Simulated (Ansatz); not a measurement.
The cluster GeBr2⁺. The state is a doublet with charge 1. Geometry r2SCAN-D4/def2-TZVP, that of the neutral singlet; atoms count from 1.

```tsv
atom	x (Å)	y (Å)	z (Å)
Ge1	-0.537	-0.057	-0.832
Br2	0.468	1.812	0.165
Br3	0.069	-1.755	0.667
```

The structure comes from a short search, and lower isomers may exist.

Question: Estimate the Mulliken populations from the PBE0/def2-TZVP orbitals of Ansatz.

Answer: 
| atom | charge (e) | spin (α − β) |
| --- | --- | --- |
| Ge1 | 0.87 | 0.33 |
| Br2 | 0.06 | 0.33 |
| Br3 | 0.06 | 0.33 |
Mulliken values and Mayer orders depend strongly on the basis.

Question: Where does the spin sit?

Answer: Summed by element: Ge 0.33, Br 0.67, of 1 unpaired in all. Largest on single atoms: Ge1 0.33, Br2 0.33, Br3 0.33.

Question: And the Mayer bond orders between bonded heavy atoms (over 0.3)?

Answer: Ge1–Br2 1.25 (2.34 Å); Ge1–Br3 1.25 (2.34 Å).
